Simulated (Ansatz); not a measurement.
Geometry optimisation, RKS PBE/def2-TZVP (Ansatz 0.2.0).

input.yaml

```yaml
crystal:
  periodic: [false, false, false]
  atoms:
    - { symbol: Ga, position_ang: [0.0, 0.0, 0.0] }
    - { symbol: O, position_ang: [0.0, 0.0, 1.79] }
    - { symbol: H, position_ang: [-0.9095, -0.2814, 2.1271] }
    - { symbol: H, position_ang: [1.3596, 0.0, -0.785] }
    - { symbol: H, position_ang: [-1.3596, 0.0, -0.785] }
basis:
  gaussian: { orbitals: def2-TZVP }
hamiltonian:
  xc: pbe
relax:
  f_tol: 0.02
  max_steps: 40
output:
  orbitals: {}
```

Run as:

```bash
$ ansatz run input.yaml --threads 2 --pin off --max-ram 3072MiB --backend cpu --events-out ev --progress --plain --runs-dir out
```

Task: Where does it end, and by what steps?

Result: The run converged. After 5 steps the energy has fallen by 0.094 eV; O2 moved furthest, 0.13 Å.

```tsv
step	energy less start (eV)	largest force component (eV/Å)	accepted
0	0.0000	1.425	yes
1	0.0403	2.737	no
2	-0.0846	0.330	yes
3	-0.0922	0.200	yes
4	-0.0928	0.078	yes
5	-0.0937	0.005	yes
```

```xyz
5
Properties=species:S:1:pos:R:3
Ga -0.019 -0.022 -0.063
O 0.011 -0.124 1.744
H -0.883 -0.168 2.123
H 1.410 0.049 -0.695
H -1.429 -0.017 -0.762
```

Whether the end is a true minimum wasn't checked by a vibrational analysis.

The run took 6.9 s on 2 threads of Arm Neoverse V1 (shared host), peak memory 0.14 GiB.
